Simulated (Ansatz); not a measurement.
Abridged output of a molecular run in Ansatz:

```
Functional definition: HF
1806 factors; integrals over basis functions are off by at most 1.3e-3 eV
mean field evaluation 1: about -76399.7417 eV, gradient 5.1e1 eV
mean field evaluation 2: about -76400.0692 eV, gradient 5.2e1 eV
mean field evaluation 4: about -76405.4184 eV, gradient 4.1e0 eV
mean field evaluation 8: about -76405.4968 eV, gradient 2.7e-1 eV
mean field -76405.49692601 eV, -2807.8502225250 hartree, gradient 2.6e-6 eV, S^2 0.000000; 0 other end points of the search recorded, 0 dependent functions left out
21 core orbitals not correlated: weight in the atoms' cores, before any rotation towards them, 1.000 or more for the frozen orbitals, at most 0.000 for the correlated occupied ones
reference -76405.49692601 eV, -2807.8502225250 hartree; 21, 21 occupied and 264, 264 virtual orbitals, 1806 factors
second order -26.61970275 eV of doubles, -0.00000000 eV of singles
cycle   1  -26.91350374 eV  change   -2.9e-1 eV  update   1.3e-1
cycle   2  -27.74364029 eV  change   -8.3e-1 eV  update   3.8e-2
cycle   3  -27.91751171 eV  change   -1.7e-1 eV  update   1.9e-2
cycle   4  -27.89622978 eV  change    2.1e-2 eV  update   3.8e-3
cycle   5  -27.89540316 eV  change    8.3e-4 eV  update   1.7e-3
cycle   6  -27.89619624 eV  change   -7.9e-4 eV  update   4.4e-4
cycle   7  -27.89592694 eV  change    2.7e-4 eV  update   2.0e-4
cycle   8  -27.89588207 eV  change    4.5e-5 eV  update   6.0e-5
cycle   9  -27.89591396 eV  change   -3.2e-5 eV  update   2.3e-5
perturbative correction -0.95725385 eV, -0.0351784300 hartree
Total energy: -76434.35009382 eV, -2808.9105568846 hartree
```

Its atoms:

```xyz
13

Si   -0.2017    1.3669    1.8110
O    -0.5082   -0.2130    1.5021
Ge   -1.1597   -1.1042    0.1268
O    -0.3864   -0.4865   -1.3334
Si    1.1483   -0.4439   -1.9073
H     1.0061    1.8227    1.0725
H    -1.3530    2.2197    1.4050
H     0.0297    1.5096    3.2694
H    -2.6534   -0.8055   -0.0259
H    -0.7770   -2.5704    0.3484
H     1.1399   -0.8625   -3.3321
H     2.0235   -1.3677   -1.1321
H     1.6918    0.9347   -1.8043
```

(1) Which basis set was used?
A. def2-SVP
B. cc-pV(D+d)Z
C. def2-QZVPP
D. def2-TZVPP

(2) Write the keys of the input that set method, charge and spin (a neutral closed shell needs none for the last two).

Results:

(1) D. It gives 306 functions.

(2) 
```yaml
correlation: {method: ccsd_t}
```
